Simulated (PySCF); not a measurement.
Compound: C₆H₃ClO₂.
Bonds: O1–C2 (double), C2–C3, C3–C4 (double), C4–C5, C5–Cl6, C5–C7 (double), C7–C8, C8–O9 (double), C2–C8. Hydrogens: H10 on C3; H11 on C4; H12 on C7.

The closed-shell ground state was solved at several levels (PySCF, density fitting, gas phase, non-relativistic). Isolated species at its PBE0-D3(BJ)/def2-SVP geometry, gas phase.

| level | basis functions | HOMO (eV) | LUMO (eV) | gap (eV) | dipole (D) |
| --- | --- | --- | --- | --- | --- |
| CAM-B3LYP/def2-SVPD | 217 | -9.18 | -2.98 | 6.20 | 4.79 |
| CAM-B3LYP/pcSseg-1 | 175 | -9.11 | -2.88 | 6.23 | 4.45 |

Problem. Estimate the row for PBE0/pcSseg-1, a basis of 175 functions; the other rows only guide the guess.

Solution. HOMO -7.65 eV, LUMO -4.00 eV, gap 3.65 eV, dipole 4.44 D.

Problem. Over all these levels, which gives the widest orbital gap and which the narrowest?

Solution. CAM-B3LYP/pcSseg-1 (range-separated hybrid) has the widest, 6.23 eV, and PBE0/pcSseg-1 (global hybrid, 25 % exact exchange) the narrowest, 3.65 eV. The two share the basis. From the narrowest to the widest the HOMO moves by -1.46 eV and the LUMO by +1.12 eV.

Problem. How far do the dipole and the HOMO energy spread over the levels?

Solution. The dipole runs from 4.44 to 4.79 D (mean 4.56 D) and the HOMO from -9.18 to -7.65 eV.
